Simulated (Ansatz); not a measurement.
Geometry optimisation, RKS PBE0/def2-SVP in Ansatz 0.2.0.

Input:

```yaml
crystal:
  periodic: [false, false, false]
  atoms:
    - { symbol: C, position_ang: [-0.6016, 0.7055, -1.2342] }
    - { symbol: Si, position_ang: [0.3945, -0.7655, -0.9291] }
    - { symbol: S, position_ang: [1.9338, -0.2963, 0.4527] }
    - { symbol: Al, position_ang: [0.6315, -0.2348, 2.2409] }
    - { symbol: I, position_ang: [-0.599, 1.9589, 2.8882] }
    - { symbol: H, position_ang: [-1.4085, 0.5322, -2.0222] }
    - { symbol: H, position_ang: [0.0232, 1.5819, -1.5955] }
    - { symbol: H, position_ang: [-1.1241, 1.0708, -0.3174] }
    - { symbol: H, position_ang: [1.0088, -1.1721, -2.1555] }
    - { symbol: H, position_ang: [-0.4386, -1.8546, -0.3905] }
    - { symbol: H, position_ang: [0.2454, -1.583, 3.0832] }
basis:
  gaussian: { orbitals: def2-SVP }
hamiltonian:
  xc: pbe0
relax:
  f_tol: 0.02
  max_steps: 50
```

Launched with:

```bash
$ ansatz run input.yaml --threads 2 --pin off --max-ram 3072MiB --backend cpu --events-out ev --progress --plain --runs-dir out
```

Where does it end, and by what steps?

The run converged. After 19 steps the energy has fallen by 0.469 eV; H10 moved furthest, 1.14 Å. Joined: Si2–Al4 (3.22 → 2.70 Å).

```
step  energy less start (eV)  largest force component (eV/Å)  accepted
   0                  0.0000                           2.160       yes
   1                 -0.2652                           0.934       yes
   2                 -0.2955                           0.238       yes
   3                 -0.3004                           0.063       yes
   4                 -0.3033                           0.117       yes
   5                 -0.3071                           0.163       yes
   6                 -0.3117                           0.138       yes
   7                 -0.3171                           0.210       yes
   8                 -0.3267                           0.199       yes
   9                 -0.3449                           0.134       yes
  10                 -0.3588                           0.119       yes
  11                 -0.3668                           0.216       yes
  12                 -0.3829                           0.322       yes
  13                 -0.4266                           0.490       yes
  14                 -0.4538                           0.125       yes
  15                 -0.4605                           0.120       yes
  16                 -0.4671                           0.118       yes
  17                 -0.4683                           0.034       yes
  18                 -0.4687                           0.025       yes
  19                 -0.4689                           0.009       yes
```

```xyz
11
Properties=species:S:1:pos:R:3
C -0.563 0.855 -1.516
Si 0.420 -0.467 -0.652
S 2.034 0.198 0.554
Al 0.546 -0.529 2.045
I -1.022 1.140 3.029
H -1.425 0.421 -2.046
H 0.074 1.373 -2.250
H -0.923 1.597 -0.787
H 0.751 -1.627 -1.525
H -0.510 -1.077 0.442
H 0.684 -1.942 2.728
```

Whether the end is a true minimum wasn't checked by a vibrational analysis.

Run time: 81 s on 2 threads of AMD EPYC 7R13 Processor (Zen 3), with other jobs on the host, peak memory 0.37 GiB.
